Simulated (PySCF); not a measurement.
Compound: C5H18Si4.
Numbering: `[SiH3:1][SiH2:2][SiH2:3][SiH2:4][CH:5]1[CH2:6][CH2:7][CH2:8][CH2:9]1`

Definitions: NICS(0) = −σiso at the ring centroid; NICS(1) = −σiso and NICS(1)zz = −σzz at ±1 Å along the ring normal z. Level: GIAO CAM-B3LYP/pcSseg-1 (PySCF, non-relativistic, gas phase) on the PBE0-D3(BJ)/def2-SVP geometry, one conformer.

Ring bond lengths (Å): C5–C6 1.532, C6–C7 1.535, C7–C8 1.546, C8–C9 1.540, C9–C5 1.534.

Question: Give the NICS values of each ring in ppm.

Answer: 
| ring | type | NICS(0) | NICS(1), two faces | NICS(1)zz, two faces | rms pucker (Å) | centre to ring atoms, mean (Å) |
| --- | --- | --- | --- | --- | --- | --- |
| C5–C6–C7–C8–C9 | 5-membered carbocycle; formal bonds all single | -5.3 | -4.2 / -3.9 | -4.5 / -3.8 | 0.18 | 1.29 |

Question: What can be read from them?

Answer: 
- C5–C6–C7–C8–C9: mean NICS(1)zz -4.2 ppm, shielded. C5, C6, C7, C8, C9 have four or more neighbours; no verdict on aromaticity is drawn.

Question: List the ring angles.

Answer: 
- C5–C6–C7–C8–C9: C5 102.3°, C6 103.7°, C7 105.7°, C8 105.9°, C9 104.7°; sum 522.4° against 540° for a flat convex ring.

Question: How do the values depend on the level or the medium?

Answer: 
```tsv
level	NICS(0), C5–C6–C7–C8–C9	mean NICS(1)zz, C5–C6–C7–C8–C9
CAM-B3LYP/pcSseg-1, gas	-5.3	-4.2
PBE0/pcSseg-1, gas	-5.7	-4.5
```

The geometry is the same throughout.

Hardware: an Arm Neoverse N1 with one thread, shared host. Cost: 3.2 min of wall time, 1.6 GiB resident at most. This is the whole shielding run at CAM-B3LYP/pcSseg-1, SCF included.
